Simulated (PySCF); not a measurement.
MSBr across the fifth-period p block

Level: PBE0, basis family def2-TZVP, scalar-relativistic core potentials from Rb on and no relativity for lighter atoms.

Each entry is the lowest minimum that a search over a few typed start shapes (and spin states, where more than one is plausible) found, or that minimum re-optimised at the stated level; isomers with ligand–ligand bonds, or fragments after loss of a ligand pair, can lie lower. Open shells are unrestricted; no spin–orbit coupling; PySCF with density fitting.

```csv
molecule,2S+1,point group,mean bond to the central atom (Å),gap (eV),dipole (D),distinct angles (°),highest ω (cm⁻¹)
InSBr,1,C∞v,2.299,4.38,2.74,180,492
SbSBr,1,Cs,2.362,3.56,2.62,106,509
ISBr,?,?,?,?,?,?,?
```

Question: Fill in the row of ISBr.

Answer: 2S+1: 1; point group: Cs; mean bond to the central atom (Å): 2.407; gap (eV): 2.53; dipole (D): 2.13; distinct angles (°): 112; highest ω (cm⁻¹): 458.

Left out of the table are members whose search was unfinished or whose lowest solution was spin-contaminated, unstable, very soft or bonded differently.
